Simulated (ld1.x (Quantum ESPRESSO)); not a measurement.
**An all-electron radial function and its pseudo partner (Mo (Z = 42))**

Columns: radius, all-electron u(r) and pseudo u(r) of the 5p shell (level -12.69 eV) of molybdenum in the configuration [Kr] 4d4 5s0 5p0; PBE, scalar-relativistic, TM scheme, ld1.x (Quantum ESPRESSO) 7.5.

```csv
r (bohr),all-electron,pseudo
0.140,0.0391,-0.0040
0.280,-0.1711,-0.0155
0.420,-0.1098,-0.0335
0.560,0.0641,-0.0565
0.700,0.2108,-0.0825
0.840,0.2864,-0.1096
0.980,0.2924,-0.1366
1.120,0.2460,-0.1627
1.260,0.1662,-0.1882
1.400,0.0690,-0.2143
1.540,-0.0340,-0.2426
1.680,-0.1350,-0.2749
1.820,-0.2294,-0.3126
1.960,-0.3141,-0.3562
2.100,-0.3879,-0.4047
2.240,-0.4503,-0.4549
2.380,-0.5014,-0.5020
2.520,-0.5418,-0.5418
2.660,-0.5721,-0.5721
2.800,-0.5933,-0.5933
2.940,-0.6064,-0.6064
3.080,-0.6122,-0.6122
3.220,-0.6116,-0.6116
3.360,-0.6057,-0.6057
3.500,-0.5952,-0.5952
3.640,-0.5808,-0.5808
```

Task: How many radial nodes do the two functions have?

Result: The all-electron 5p function has n − l − 1 = 3; the pseudo-wave has 0, since the states of the same l below it are removed with the core.

Task: At about which radius was the pseudo-wave matched?

Result: 2.65 bohr, where the columns begin to agree (steps of 0.14 bohr).

Task: Is the pseudo-wave norm-conserving?

Result: Yes: the TM scheme keeps the norm inside the radius equal to the all-electron one, which fixes the energy derivative of the logarithmic derivative at the level.
